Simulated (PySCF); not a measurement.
Br₂CrO, neutral, multiplicity 3. Atoms are numbered in the order given.

```xyz
4

Cr     0.0000     0.0000    -0.6781
O      0.0000     0.0000    -2.2079
Br     0.0000    -1.9852     0.4848
Br     0.0000     1.9852     0.4848
```
Charge 0, spin multiplicity 3.

Geometry optimised at B3LYP-D3(BJ)/def2-SVP. The spin state was assumed, not searched.

Method: ωB97X/def2-TZVP run with PySCF.

The molecule is in vacuum.

| Item | Value |
|---|---|
| total energy | -6268.17859 hartree |
| point group | C2v |
| α spin, highest occupied and lowest empty level | -10.66 and -2.39 eV |
| β spin, highest occupied and lowest empty level | -11.00 and -1.76 eV |
| dipole moment | 0.54 D |
| quadrupole, principal values (traceless, Buckingham form, about the centre of nuclear charge) | -3.07, -1.44, 4.51 D·Å |
| mean static polarisability | 73.9 bohr³ (10.94 Å³) |
| polarisability, principal values | 46.6, 75.5, 99.5 bohr³ |
| ⟨S²⟩ | 2.075 (pure state 2.00) |
